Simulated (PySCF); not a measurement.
## A single-point calculation

OsO3(OH)2 (singlet). PySCF 2.14.0, RKS CAM-B3LYP, Os def2-SVP with ECP60, O def2-SVP, H def2-SVP; non-relativistic Hamiltonian with scalar-relativistic core potentials where named; density fitting; no spin-orbit coupling. Purpose: singlet excitations, Tamm-Dancoff CAM-B3LYP.

```python
mol = gto.M(atom='''
Os    -0.03733    -0.03733     0.10172
O      0.03268     0.03268     1.79992
O      1.57378    -0.30843    -0.43589
O     -0.30843     1.57378    -0.43589
O     -1.92218    -0.29692    -0.32700
H     -2.33609     0.57593    -0.43777
O     -0.29692    -1.92218    -0.32700
H      0.57593    -2.33609    -0.43777''',
    basis={'Os': 'def2-SVP', 'O': 'def2-SVP', 'H': 'def2-SVP'},
    ecp={'Os': 'def2-SVP'},
    charge=0, spin=0)
mf = dft.RKS(mol, xc='CAMB3LYP')
mf.grids.atom_grid = (50, 194)
mf = mf.density_fit()  # fitting sets: Os def2-universal-JKFIT, O def2-universal-JKFIT, H def2-universal-JKFIT
mf.conv_tol = 1e-08; mf.max_cycle = 55
mf.kernel(dm0)  # dm0: converged density of the relaxed state
td = mf.TDA(); td.nstates = 8; td.kernel()
```

Run from Python with OMP_NUM_THREADS=2; the lines above give its settings. Where DIIS fails, smearing, a level shift and second-order steps follow.
It took 63 s on 2 threads of Arm Neoverse V1, with other jobs on the host, from an already converged density.

**Question.** Where do the frontier levels lie, over both spins?

**Answer.** HOMO -10.72 eV, LUMO -3.91 eV. 

**Question.** What are the Mulliken charges and spins?

**Answer.** 
| atom | charge (e) | spin (e) |
| --- | --- | --- |
| Os1 | 1.258 | 0.000 |
| O2 | -0.292 | 0.000 |
| O3 | -0.331 | 0.000 |
| O4 | -0.331 | 0.000 |
| O5 | -0.372 | 0.000 |
| H6 | 0.219 | 0.000 |
| O7 | -0.372 | 0.000 |
| H8 | 0.219 | 0.000 |

**Question.** Which singlet excitations follow (Tamm-Dancoff, 8 states)?

**Answer.** 
| state | eV | oscillator strength |
| --- | --- | --- |
| 1 | 2.91 | 0.0002 |
| 2 | 3.34 | 0.0030 |
| 3 | 3.46 | 0.0008 |
| 4 | 3.61 | 0.0019 |
| 5 | 3.79 | 0.0021 |
| 6 | 3.97 | 0.0048 |
| 7 | 4.01 | 0.0002 |
| 8 | 4.16 | 0.0052 |

The geometry was relaxed with r2SCAN (Os def2-SVP with ECP60, O def2-SVP, H def2-SVP).
